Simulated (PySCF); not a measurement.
C₂H₄BClO₂Si. Atoms are numbered in the order given.

```xyz
11

Si     0.9046    -1.8126     0.0000
Cl    -0.8382    -2.9220     0.0000
C      0.4955    -0.0318     0.0000
C      0.2190     1.1610     0.0000
B     -0.1455     2.6710     0.0000
O      0.8152     3.6250     0.0000
O     -1.4368     3.0759     0.0000
H      1.6766    -2.1440    -1.2257
H      1.6766    -2.1440     1.2257
H      1.7036     3.2588     0.0000
H     -2.0572     2.3417     0.0000
```
Charge 0, spin multiplicity 1.

The structure is a stationary point at PBE0-D3(BJ)/def2-SVP. The structure was generated by enumeration, and PubChem lists no compound with its InChIKey, so it may never have been made. One conformer was computed; it need not be the lowest.

The numbers are results of PBE/def2-TZVP in PySCF, not measurements.

ESP charges are fitted to the potential on shells at 1.4 to 2.0 van der Waals radii. Atomic charges (e):

```json
[
 {"atom": "Si1", "Löwdin": "-0.03", "ESP fit": "0.05", "Mulliken": "0.36"},
 {"atom": "Cl2", "Löwdin": "0.23", "ESP fit": "-0.10", "Mulliken": "-0.21"},
 {"atom": "C3", "Löwdin": "-0.16", "ESP fit": "0.13", "Mulliken": "-0.17"},
 {"atom": "C4", "Löwdin": "0.03", "ESP fit": "-0.55", "Mulliken": "-0.18"},
 {"atom": "B5", "Löwdin": "-0.95", "ESP fit": "0.79", "Mulliken": "0.24"},
 {"atom": "O6", "Löwdin": "0.24", "ESP fit": "-0.62", "Mulliken": "-0.34"},
 {"atom": "O7", "Löwdin": "0.24", "ESP fit": "-0.60", "Mulliken": "-0.34"},
 {"atom": "H8", "Löwdin": "-0.02", "ESP fit": "0.03", "Mulliken": "-0.01"},
 {"atom": "H9", "Löwdin": "-0.02", "ESP fit": "0.03", "Mulliken": "-0.01"},
 {"atom": "H10", "Löwdin": "0.21", "ESP fit": "0.42", "Mulliken": "0.32"},
 {"atom": "H11", "Löwdin": "0.22", "ESP fit": "0.42", "Mulliken": "0.32"}
]
```

Computed Mayer and Wiberg (Löwdin basis) orders of the bonds:
```json
[
 {"bond": "Si1–Cl2", "Mayer": "1.18", "Wiberg": "1.84"},
 {"bond": "Si1–C3", "Mayer": "0.98", "Wiberg": "1.22"},
 {"bond": "C3–C4", "Mayer": "2.64", "Wiberg": "2.70"},
 {"bond": "C4–B5", "Mayer": "1.06", "Wiberg": "1.17"},
 {"bond": "B5–O6", "Mayer": "1.37", "Wiberg": "2.01"},
 {"bond": "B5–O7", "Mayer": "1.37", "Wiberg": "2.01"},
 {"bond": "Si1–H8", "Mayer": "0.92", "Wiberg": "0.92"},
 {"bond": "Si1–H9", "Mayer": "0.92", "Wiberg": "0.92"},
 {"bond": "O6–H10", "Mayer": "0.87", "Wiberg": "0.94"},
 {"bond": "O7–H11", "Mayer": "0.87", "Wiberg": "0.94"}
]
```
